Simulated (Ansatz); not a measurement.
A nudged elastic band was laid between two geometries of BH5OSn (8 atoms, charge 0, multiplicity 1).

Level of theory: Ansatz 0.2.0, RKS PBE0-D4/def2-SVP.

- movable images: 7
- climbing image: yes
- spring: 5.0 eV/Å²
- optimiser: quadratic models (default)
- start path: IDPP
- force threshold: 0.03 eV/Å
- iteration limit: 60
- end points: relaxed

Image 0:

```xyz
8
Properties=species:S:1:pos:R:3
B -0.550 0.761 -1.386
O -0.896 0.116 -0.267
Sn 0.368 -0.621 1.126
H -1.439 1.138 -2.126
H 0.621 0.971 -1.669
H -0.083 0.176 2.566
H 1.948 -0.247 0.596
H 0.031 -2.294 1.159
```

Image 8:

```xyz
8
Properties=species:S:1:pos:R:3
B -0.999 0.234 -1.323
O -0.293 0.823 -0.353
Sn 0.801 -0.112 1.065
H -1.607 0.946 -2.100
H -1.041 -0.984 -1.435
H 0.095 0.382 2.537
H 2.380 0.499 0.847
H 0.664 -1.788 0.763
```

What changes between the two ends?

No bond is made or broken. The dihedral B1–O2–Sn3–H8 goes from -120 to 1°. The two ends are copies of one structure, up to a mirror image or an exchange of like atoms.

What energy profile does the band end with?

The forces met the threshold. The highest image is number 4 of 0 to 8, 0.007 eV above the ends, which have the same energy within 2 meV. The top lies less than 8 meV above the higher end, about what the thresholds resolve: that end is a shoulder or a very shallow well. A vibrational analysis at the climbing image gives one clearly imaginary mode, 43i cm⁻¹: a first-order saddle point.

| image | path coordinate (Å) | energy (eV) | dihedral B1–O2–Sn3–H8 (°) |
| --- | --- | --- | --- |
| 0 | 0.00 | 0.000 | -120 |
| 1 | 0.38 | 0.001 | -105 |
| 2 | 0.76 | 0.004 | -90 |
| 3 | 1.14 | 0.006 | -75 |
| 4 | 1.52 | 0.007 | -60 |
| 5 | 1.90 | 0.006 | -46 |
| 6 | 2.29 | 0.004 | -30 |
| 7 | 2.67 | 0.001 | -14 |
| 8 | 3.06 | 0.000 | 1 |

What is the geometry of the highest image?


```xyz
8
Properties=species:S:1:pos:R:3
B -0.698 0.491 -1.431
O -0.767 0.569 -0.098
Sn 0.503 -0.351 1.180
H -1.529 1.099 -2.081
H 0.167 -0.165 -1.997
H -0.094 0.120 2.706
H 2.060 0.263 0.841
H 0.358 -2.026 0.880
```

The band took 6 iterations and roughly 2.6 core-minutes.

Time of the run: 2.6 min on 1 CPU thread of a shared host.
